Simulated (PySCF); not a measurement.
C₂H₆Se₂, charge -1, doublet, at the geometry of the source list (a state made from the parent by changing its charge; the spin is typed, not shown lowest) (in this run its highest filled SCF level lies above zero, so its values depend strongly on the basis, on diffuse functions most of all). Base run: DF-B3LYP/6-31G run with PySCF.

Input for PySCF:
```python
from pyscf import gto, scf, dft

mol = gto.M(
    atom='''
C     2.01510000   -0.32350000   -0.24910000
Se    1.02440000    1.33360000    0.16400000
Se   -0.89960000    0.95360000   -1.02150000
C    -2.03050000    0.08300000    0.34350000
H     3.05470000   -0.14740000    0.01100000
H     1.92310000   -0.53140000   -1.31100000
H     1.61680000   -1.14640000    0.33800000
H    -2.87930000   -0.35460000   -0.17780000
H    -2.37080000    0.82700000    1.06170000
H    -1.45390000   -0.69400000    0.84130000
''',
    basis='6-31g',
    charge=-1,
    spin=1,
    verbose=4,
)

mf = dft.UKS(mol)
mf.xc = 'b3lyp'
mf = mf.density_fit(auxbasis='def2-universal-jkfit')
mf.kernel()
```

Variants of this job, named by their change:

| change | basis functions | E (Eh) | HOMO (eV) | core-seconds (rough) |
|---|---|---|---|---|
| base | 84 | -4882.20902 | 3.03 | 10 |
| basis = LANL2DZ | 46 | -98.21370 | 3.34 | 7 |
| basis = STO-3G | 52 | -4828.42414 | 8.90 | 10 |
| basis = def2-SV(P) | 104 | -4882.30263 | 3.54 | 20 |
| basis = pc-1 | 112 | -4882.79977 | 3.30 | 20 |
| basis = cc-pVDZ | 112 | -4882.90999 | 3.42 | 20 |
| basis = pcseg-1 | 112 | -4882.41484 | 3.34 | 20 |
| basis = def2-SVP | 122 | -4882.31725 | 3.53 | 20 |
| basis = def2-SVPD | 170 | -4882.36392 | 1.76 | 40 |
| basis = def2-TZVP | 194 | -4883.02220 | 2.76 | 40 |
| basis = pcseg-2 | 230 | -4883.12189 | 2.61 | 60 |
| basis = pc-2 | 230 | -4883.13556 | 2.63 | 60 |
| basis = def2-TZVPD | 242 | -4883.04299 | 1.51 | 60 |

Totals compare only among sets that treat the same electrons; sets with core potentials leave the core out.

Open shells are given as the SCF converged; they aren't shown to be the lowest states, and a large step between rows can be another state.
